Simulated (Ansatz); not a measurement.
Steps of a relaxation of CH4ClFGeO, SMILES `C[O][GeH]([F])[Cl]` with RKS PBE0-D4/def2-TZVP.

```sh
$ ansatz run in.yaml --threads 4 --pin off --events-out ev --progress --plain --max-ram 10444MiB
```

```yaml
crystal:
  periodic: [false, false, false]
  atoms:
    - {symbol: C, position_ang: [0.215400, 1.129870, 0.937000]}
    - {symbol: O, position_ang: [-0.070330, -0.235420, 0.677470]}
    - {symbol: Ge, position_ang: [-0.087430, -1.121930, -0.807990]}
    - {symbol: F, position_ang: [-1.275120, -2.330780, -0.439070]}
    - {symbol: Cl, position_ang: [-0.782350, 0.050400, -2.389150]}
    - {symbol: H, position_ang: [1.283350, 1.265020, 1.116850]}
    - {symbol: H, position_ang: [-0.094790, 1.776450, 0.112960]}
    - {symbol: H, position_ang: [-0.339180, 1.403950, 1.834780]}
    - {symbol: H, position_ang: [1.150450, -1.937560, -1.042850]}
basis:
  gaussian: {orbitals: def2-TZVP}
hamiltonian: {xc: pbe0, dispersion: d4}
relax: {f_tol: 0.005, max_steps: 150}
```

Positions (Å) and forces (eV/Å) along the path, 14 of 20 steps:

```xyz
9
step=1 energy=-74895.2409 eV
C     0.215    1.130    0.937   -0.108   -0.435   -0.230
O    -0.070   -0.235    0.677    0.117    0.433    0.405
Ge   -0.087   -1.122   -0.808   -0.459   -0.758    0.948
F    -1.275   -2.331   -0.439    0.044    0.215   -0.241
Cl   -0.782    0.050   -2.389   -0.152    0.398   -0.582
H     1.283    1.265    1.117    0.075    0.056    0.026
H    -0.095    1.776    0.113   -0.031    0.058   -0.028
H    -0.339    1.404    1.835    0.017    0.074    0.008
H     1.150   -1.938   -1.043    0.499   -0.041   -0.306
9
step=3 energy=-74895.3256 eV
C     0.208    1.112    0.924   -0.011   -0.007   -0.087
O    -0.067   -0.264    0.760   -0.022   -0.010    0.180
Ge   -0.106   -1.155   -0.730   -0.086   -0.139   -0.134
F    -1.341   -2.335   -0.483    0.168    0.169   -0.052
Cl   -0.711    0.102   -2.348    0.003   -0.027    0.073
H     1.283    1.281    1.047   -0.016    0.002   -0.016
H    -0.152    1.709    0.079    0.008   -0.011    0.027
H    -0.305    1.441    1.829    0.015    0.008   -0.024
H     1.190   -1.889   -1.079   -0.059    0.016    0.033
9
step=5 energy=-74895.3302 eV rejected
C     0.203    1.099    0.911   -0.095   -0.180    0.061
O    -0.078   -0.289    0.809    0.016    0.120   -0.136
Ge   -0.104   -1.144   -0.714    0.053   -0.065    0.085
F    -1.343   -2.319   -0.520   -0.026    0.004   -0.016
Cl   -0.672    0.142   -2.318   -0.010    0.009    0.039
H     1.279    1.278    0.968    0.046    0.007   -0.020
H    -0.214    1.663    0.074    0.002    0.061   -0.044
H    -0.262    1.451    1.831    0.003    0.044    0.046
H     1.191   -1.882   -1.041    0.011    0.001   -0.015
9
step=6 energy=-74895.3324 eV
C     0.201    1.101    0.911   -0.003   -0.036    0.003
O    -0.078   -0.282    0.795   -0.011    0.017    0.000
Ge   -0.100   -1.153   -0.714    0.004    0.010   -0.001
F    -1.342   -2.325   -0.517    0.001   -0.001    0.000
Cl   -0.684    0.140   -2.307    0.003   -0.005    0.001
H     1.279    1.277    0.984    0.005    0.006   -0.007
H    -0.196    1.676    0.070   -0.005    0.008   -0.002
H    -0.273    1.453    1.829    0.006    0.001    0.004
H     1.194   -1.888   -1.051   -0.001    0.000    0.002
9
step=7 energy=-74895.3331 eV
C     0.199    1.102    0.912   -0.003   -0.033   -0.002
O    -0.098   -0.276    0.792   -0.018    0.009    0.006
Ge   -0.100   -1.152   -0.715   -0.008   -0.006   -0.010
F    -1.341   -2.326   -0.525    0.006    0.005   -0.001
Cl   -0.674    0.133   -2.319    0.010   -0.004    0.010
H     1.279    1.268    0.958    0.021    0.013   -0.006
H    -0.216    1.689    0.088   -0.007    0.001   -0.015
H    -0.248    1.450    1.844    0.001    0.005    0.018
H     1.198   -1.887   -1.035    0.000    0.010    0.001
9
step=9 energy=-74895.3143 eV rejected
C     0.177    1.095    0.905    0.108    0.223    0.209
O    -0.299   -0.241    0.791    0.168    0.124   -0.064
Ge   -0.112   -1.142   -0.700   -0.034    0.027    0.123
F    -1.321   -2.361   -0.600    0.057    0.041   -0.010
Cl   -0.583    0.105   -2.368    0.012   -0.026    0.024
H     1.275    1.166    0.721   -0.632   -0.014    0.093
H    -0.360    1.758    0.201    0.285   -0.166    0.271
H    -0.026    1.437    1.945    0.123   -0.266   -0.671
H     1.249   -1.817   -0.894   -0.086    0.057    0.025
9
step=10 energy=-74895.3354 eV
C     0.191    1.098    0.909    0.029   -0.011   -0.015
O    -0.180   -0.262    0.795   -0.032   -0.013    0.008
Ge   -0.108   -1.147   -0.706   -0.009    0.012   -0.014
F    -1.329   -2.347   -0.555    0.004    0.009    0.010
Cl   -0.644    0.121   -2.334   -0.009    0.007   -0.005
H     1.279    1.220    0.873    0.000    0.012    0.001
H    -0.260    1.713    0.125   -0.005    0.002    0.001
H    -0.166    1.451    1.878   -0.003   -0.002    0.006
H     1.218   -1.846   -0.984    0.025   -0.014    0.008
9
step=11 energy=-74895.3352 eV rejected
C     0.187    1.094    0.906    0.065   -0.045    0.040
O    -0.275   -0.243    0.789    0.033    0.092   -0.019
Ge   -0.118   -1.138   -0.704   -0.054   -0.001    0.060
F    -1.305   -2.376   -0.585    0.037    0.046    0.006
Cl   -0.644    0.105   -2.355    0.015   -0.017    0.004
H     1.281    1.156    0.805   -0.160    0.012    0.012
H    -0.279    1.748    0.160    0.042   -0.027    0.036
H    -0.089    1.449    1.904    0.026   -0.077   -0.125
H     1.243   -1.797   -0.919   -0.003    0.017   -0.014
9
step=12 energy=-74895.3346 eV rejected
C     0.194    1.091    0.904   -0.154    0.006    0.069
O    -0.225   -0.258    0.793    0.068    0.064   -0.047
Ge   -0.113   -1.137   -0.710    0.008   -0.085    0.085
F    -1.316   -2.355   -0.562    0.003    0.002   -0.028
Cl   -0.657    0.123   -2.341    0.014   -0.007   -0.016
H     1.282    1.193    0.850    0.041   -0.048   -0.012
H    -0.260    1.719    0.131    0.018    0.010    0.007
H    -0.140    1.444    1.880    0.030    0.026   -0.015
H     1.233   -1.821   -0.946   -0.028    0.033   -0.043
9
step=13 energy=-74895.3359 eV
C     0.191    1.096    0.908   -0.008   -0.009    0.004
O    -0.203   -0.258    0.794    0.000    0.007   -0.009
Ge   -0.110   -1.144   -0.706   -0.007   -0.006    0.005
F    -1.323   -2.352   -0.559    0.009    0.005    0.002
Cl   -0.648    0.118   -2.339   -0.002    0.004   -0.006
H     1.280    1.205    0.862    0.000   -0.005   -0.002
H    -0.260    1.719    0.130    0.002    0.002    0.001
H    -0.152    1.450    1.881    0.005    0.000   -0.001
H     1.226   -1.834   -0.971    0.001    0.002    0.005
9
step=15 energy=-74895.3366 eV
C     0.190    1.092    0.906    0.013   -0.035    0.012
O    -0.282   -0.238    0.785    0.025    0.041   -0.017
Ge   -0.119   -1.136   -0.704   -0.050   -0.002    0.020
F    -1.300   -2.377   -0.576    0.029    0.013    0.007
Cl   -0.663    0.096   -2.359    0.017   -0.004   -0.002
H     1.283    1.145    0.828   -0.042    0.004    0.003
H    -0.252    1.750    0.152    0.011   -0.011    0.009
H    -0.103    1.449    1.896    0.007   -0.018   -0.029
H     1.247   -1.782   -0.928   -0.010    0.013   -0.002
9
step=17 energy=-74895.3371 eV
C     0.192    1.090    0.907    0.000   -0.005   -0.003
O    -0.304   -0.230    0.779    0.000   -0.003   -0.004
Ge   -0.127   -1.132   -0.705    0.003    0.002    0.000
F    -1.288   -2.388   -0.570    0.000   -0.001    0.001
Cl   -0.675    0.085   -2.369   -0.001   -0.001    0.001
H     1.285    1.124    0.837    0.000    0.000    0.002
H    -0.232    1.757    0.151    0.002    0.002    0.001
H    -0.102    1.448    1.895    0.000    0.002    0.001
H     1.250   -1.755   -0.925   -0.003    0.003    0.001
9
step=18 energy=-74895.3372 eV
C     0.193    1.088    0.908    0.000    0.004   -0.007
O    -0.316   -0.225    0.775   -0.002   -0.004    0.003
Ge   -0.130   -1.129   -0.706    0.006    0.004   -0.005
F    -1.281   -2.395   -0.568   -0.004   -0.004    0.000
Cl   -0.685    0.079   -2.374   -0.001   -0.002    0.002
H     1.287    1.112    0.845    0.004   -0.002    0.001
H    -0.219    1.762    0.150    0.000    0.000    0.001
H    -0.102    1.450    1.894   -0.002    0.004    0.006
H     1.253   -1.741   -0.923    0.000    0.001    0.000
9
step=20 energy=-74895.3372 eV
C     0.196    1.087    0.909    0.000    0.003   -0.002
O    -0.331   -0.219    0.770    0.000    0.001    0.004
Ge   -0.134   -1.126   -0.708    0.001   -0.001    0.001
F    -1.270   -2.404   -0.565    0.000    0.002   -0.002
Cl   -0.705    0.071   -2.378    0.001   -0.003    0.000
H     1.291    1.093    0.862   -0.002   -0.001    0.001
H    -0.194    1.765    0.143    0.001   -0.002    0.002
H    -0.109    1.454    1.889    0.000    0.001   -0.001
H     1.257   -1.720   -0.923    0.000    0.000   -0.003
```

Hardware: 4 threads of an Arm Neoverse V1 on a shared host. Wall time 91 s, peak host memory 0.61 GiB.
